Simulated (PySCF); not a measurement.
Isomers of C8H17P, mass 144.107 u with the commonest isotopes. Computed with PBE0/pcSseg-1 in PySCF (dipole) on a GFN2-xTB geometry, gas phase. One conformer each, none proved a minimum here; rigid rotors.

**Question.** Order these by rotational constant C, largest first.
A. `[CH3:1][CH2:2][CH:3]1[CH2:4][P:5]([CH:6]([CH3:7])[CH3:8])[CH2:9]1` with C1–C2–C3–C4 -69°, C4–P5–C6–C7 158°, C2–C3–C4–P5 -135°, C3–C4–P5–C6 -86°, C4–P5–C9–C3 -11°, C2–C3–C9–P5 136°
B. `[CH3:1][CH:2]([CH3:3])[P:4]([CH3:5])[CH:6]1[CH2:7][CH2:8][CH2:9]1` with C1–C2–P4–C5 -169°, C2–P4–C6–C7 -168°, P4–C6–C7–C8 -132°, C6–C7–C8–C9 12°, C7–C8–C9–C6 -12°, P4–C6–C9–C8 129°
C. `[CH2:1]=[CH:2][P@@:3](=[CH2:4])([CH2:5][CH3:6])[CH:7]([CH3:8])[CH3:9]` with C1–C2–P3–C4 -21°, C2–P3–C5–C6 53°, C2–P3–C7–C8 -169°
D. `[CH3:1][CH2:2][CH2:3][CH2:4][P:5]([CH3:6])[CH:7]1[CH2:8][CH2:9]1` with C1–C2–C3–C4 180°, C2–C3–C4–P5 176°, C3–C4–P5–C6 175°, C4–P5–C7–C8 -102°
E. `[CH3:1][CH2:2][C:3]([CH3:4])([CH3:5])[PH:6][CH:7]1[CH2:8][CH2:9]1` with C1–C2–C3–C4 -57°, C2–C3–P6–C7 68°, C3–P6–C7–C8 -100°
F. `C=CP(C)(C)(C=C)CC`

**Answer.** F (1019 MHz), C (934.9 MHz), E (830.2 MHz), B (700.0 MHz), A (659.7 MHz), D (549.5 MHz).

**Question.** Order these by dipole moment, largest first.
A. `[CH2:1]=[CH:2][P@@:3](=[CH2:4])([CH2:5][CH3:6])[CH:7]([CH3:8])[CH3:9]` with C1–C2–P3–C4 -21°, C2–P3–C5–C6 53°, C2–P3–C7–C8 -169°
B. `[CH3:1][CH2:2][CH:3]1[CH2:4][P:5]([CH:6]([CH3:7])[CH3:8])[CH2:9]1` with C1–C2–C3–C4 -69°, C4–P5–C6–C7 158°, C2–C3–C4–P5 -135°, C3–C4–P5–C6 -86°, C4–P5–C9–C3 -11°, C2–C3–C9–P5 136°
C. `C=CP(C)(C)(C=C)CC`
D. `[CH3:1][CH:2]([CH3:3])[P:4]([CH3:5])[CH:6]1[CH2:7][CH2:8][CH2:9]1` with C1–C2–P4–C5 -169°, C2–P4–C6–C7 -168°, P4–C6–C7–C8 -132°, C6–C7–C8–C9 12°, C7–C8–C9–C6 -12°, P4–C6–C9–C8 129°

**Answer.** A (2.97 D), B (1.48 D), D (1.26 D), C (0.18 D).

**Question.** Order these by out-of-plane moment Σ m c² = (Ia + Ib − Ic)/2, largest first.
A. `[CH3:1][CH2:2][C:3]([CH3:4])([CH3:5])[PH:6][CH:7]1[CH2:8][CH2:9]1` with C1–C2–C3–C4 -57°, C2–C3–P6–C7 68°, C3–P6–C7–C8 -100°
B. `C=CP(C)(C)(C=C)CC`
C. `[CH2:1]=[CH:2][P@@:3](=[CH2:4])([CH2:5][CH3:6])[CH:7]([CH3:8])[CH3:9]` with C1–C2–P3–C4 -21°, C2–P3–C5–C6 53°, C2–P3–C7–C8 -169°
D. `[CH3:1][CH:2]([CH3:3])[P:4]([CH3:5])[CH:6]1[CH2:7][CH2:8][CH2:9]1` with C1–C2–P4–C5 -169°, C2–P4–C6–C7 -168°, P4–C6–C7–C8 -132°, C6–C7–C8–C9 12°, C7–C8–C9–C6 -12°, P4–C6–C9–C8 129°
E. `[CH3:1][CH2:2][CH2:3][CH2:4][P:5]([CH3:6])[CH:7]1[CH2:8][CH2:9]1` with C1–C2–C3–C4 180°, C2–C3–C4–P5 176°, C3–C4–P5–C6 175°, C4–P5–C7–C8 -102°
F. `[CH3:1][CH2:2][CH:3]1[CH2:4][P:5]([CH:6]([CH3:7])[CH3:8])[CH2:9]1` with C1–C2–C3–C4 -69°, C4–P5–C6–C7 158°, C2–C3–C4–P5 -135°, C3–C4–P5–C6 -86°, C4–P5–C9–C3 -11°, C2–C3–C9–P5 136°

**Answer.** B (138.72 u·Å²), C (112.93 u·Å²), A (90.66 u·Å²), F (65.79 u·Å²), E (31.24 u·Å²), D (28.51 u·Å²).

```csv
SMILES,point group,Ia (u·Å²),Ib (u·Å²),Ic (u·Å²),κ,μa (D),μb (D),μc (D)
CC(C)P(C)C1CCC1,C1,219.04,559.99,722.02,-0.75,0.09,0.01,1.25
C=C[P@@](=C)(CC)C(C)C,C1,343.41,423.03,540.57,-0.03,1.15,1.10,2.51
CCC(C)(C)PC1CC1,C1,253.42,536.65,608.76,-0.81,0.11,0.14,1.25
C=CP(C)(C)(C=C)CC,C1,348.84,424.37,495.76,-0.20,0.04,0.10,0.14
CCCCP(C)C1CC1,C1,247.38,734.74,919.63,-0.81,0.17,0.01,1.22
CCC1CP(C(C)C)C1,C1,182.03,715.57,766.02,-0.96,0.60,0.27,1.32
```
